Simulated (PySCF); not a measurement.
Ionisation energy of Rb⁺ by level of theory

Rb⁺ [Kr] (1S) → Rb²⁺ [Ar] 3d10 4s2 4p5 (2P), as a difference of total energies. Computed with PySCF 2.14 in jorge-DZP-DKH, with the spin-free X2C one-electron Hamiltonian (Gaussian nucleus). Correlated levels: valence: [Ar] 3d10 4s2 frozen. The calculations carry no spin-orbit coupling.

```csv
method,ionisation energy (eV)
UHF,27.198
B3LYP,28.339
r2SCAN,28.442
MP2 (valence),27.861
SCS-MP2 (valence),27.818
CCSD (valence),27.879
CCSD(T) (valence),27.879
```

How much does correlation contribute at CCSD(T) (valence)?

27.879 − (27.198) = 0.681 eV, measured against UHF.

The reference lies between the lowest fine-structure levels, while these numbers refer to the centres of the terms.

Errors of the correlated levels include the incompleteness of this basis and the frozen core.

For comparison: 27.290 eV (measured; NIST Atomic Spectra Database, ionization energies).
